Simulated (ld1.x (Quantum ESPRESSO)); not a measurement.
Before and after: TM potential for bismuth

```json
{
 "Element": "Bi (Z = 83)",
 "Generator": "ld1.x (Quantum ESPRESSO) 7.5",
 "Type": "norm-conserving Troullier–Martins (Kleinman–Bylander form)",
 "Functional": "PBE",
 "Relativity": "scalar-relativistic",
 "Frozen core": "[Xe] 4f14 5d10",
 "Valence charge": "5",
 "Reference configuration": "6s2 6p3",
 "Partial waves": "6s (bound): rc 1.65 bohr; 6p (bound): rc 2.30 bohr",
 "Local potential": "the p channel",
 "Core correction": "none"
}
```

All-electron outer shells of the reference configuration (PBE, scalar-relativistic, ld1.x):

| shell | level (eV) | outermost node (bohr) | outermost maximum (bohr) |
| --- | --- | --- | --- |
| 5p | -95.86 | 0.48 | 0.86 |
| 5d | -27.08 | 0.51 | 1.03 |
| 6s | -14.48 | 0.98 | 1.88 |
| 6p | -4.57 | 1.14 | 2.44 |

Change: wave 6s (bound): rc 1.65 bohr becomes 6s (bound): rc 1.54 bohr.

Cutoffs: the cutoffs (Ry, on a coarse ladder) from which the occupation-weighted sum of valence levels, in a spherical-Bessel basis at the reference potential, stays within 10 and 1 mRy of its value at 400 Ry; they do not see the model core or the augmentation charge, which bear on the density cutoff. Errors are all-electron minus pseudo energies relative to the spin-unpolarised reference configuration.

Q: Predict the effect on cutoff, ghosts and configuration errors.

A: The potential gets harder (30 Ry and 80 Ry → 50 Ry and 110 Ry); of the 7 tests that both files solve, the error grows in 1 and shrinks in 0 by more than 15 % and 0.3 meV (median size 4.3 → 4.9 meV); neither file shows a bound ghost. A smaller radius makes the pseudo-wave follow the all-electron one further in, where it bends more sharply, so more plane waves are needed.

```csv
quantity,base,changed
"cutoff, loose",30 Ry,50 Ry
"cutoff, tight",80 Ry,110 Ry
loose cutoff by channel (10 mRy a level),"s 25 Ry, p 8 Ry","s 35 Ry, p 8 Ry"
bound ghosts,none,none
"error for 6s2 6p2, meV [ΔE 7.91 eV]",-1.7,-1.7
"error for 6s2 6p1, meV [ΔE 23.16 eV]",+4.3,+4.9
"error for 6s2 6p0, meV [ΔE 46.50 eV]",+80,+84
"error for 6s0 6p5, meV [ΔE 20.50 eV]",+72,+95
"error for 6s1 6p4, meV [ΔE 10.08 eV]",+13,+12
"error for 6s2 6p3.3, meV [ΔE -1.09 eV]",+0.7,+0.7
"error for 6s2 6p2.5, meV [ΔE 3.10 eV]",-1.0,-1.0
s: phases at 2.49 bohr within 0.05 rad from the reference energy up to (Ry; the scan ends near 5),2.1,2.0
p: phases at 2.49 bohr within 0.05 rad from the reference energy up to (Ry; the scan ends near 5),3.7,3.7
```
